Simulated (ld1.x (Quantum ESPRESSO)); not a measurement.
# Plane-wave convergence, RRKJ potential for O

O, norm-conserving RRKJ (Kleinman–Bylander form), made with ld1.x (Quantum ESPRESSO) 7.5 (PBE, non-relativistic). Core [He], reference 2s2 2p4. Waves: 2s (bound): rc 1.02 bohr; 2p (bound): rc 1.05 bohr. Local part: the p channel. Core correction: Bessel-smoothed model core inside 0.90 bohr.

The pseudo-atom Hamiltonian at the reference potential is diagonalised in spherical Bessel functions j_l(qr) that vanish at 20 bohr, with q² up to the cutoff. All-electron valence levels (Ry): 2s -1.7577, 2p -0.6643.

Task: How do the lowest levels (Ry) of each channel move with the cutoff, and are there ghosts?

Result:

```csv
cutoff (Ry),s #1,p #1,p #2,d #1,d #2,f #1,Σ f·Δε (mRy)
8,-1.5485,-0.0545,0.0546,0.0792,0.1872,0.1206,2857.6
12,-1.5592,-0.1202,0.0494,0.0792,0.1872,0.1206,2573.4
21,-1.5852,-0.2656,0.0445,0.0792,0.1872,0.1206,1939.6
30,-1.6324,-0.3984,0.0423,0.0792,0.1872,0.1206,1314.1
45,-1.7043,-0.5458,0.0406,0.0792,0.1872,0.1206,580.8
55,-1.7328,-0.5957,0.0401,0.0792,0.1872,0.1206,324.0
70,-1.7503,-0.6402,0.0397,0.0792,0.1872,0.1206,110.9
100,-1.7574,-0.6629,0.0395,0.0792,0.1872,0.1206,6.0
120,-1.7576,-0.6639,0.0395,0.0792,0.1872,0.1206,1.6
180,-1.7577,-0.6641,0.0395,0.0792,0.1872,0.1206,0.6
230,-1.7577,-0.6643,0.0395,0.0792,0.1872,0.1206,0.0
400,-1.7577,-0.6643,0.0395,0.0792,0.1872,0.1206,0.0
```

Result: no extra level below or beside the all-electron valence levels (s, p, d, f tested); 10 mRy is reached at 100 Ry and 1 mRy at 180 Ry.

Its largest configuration-test error is +709 meV.
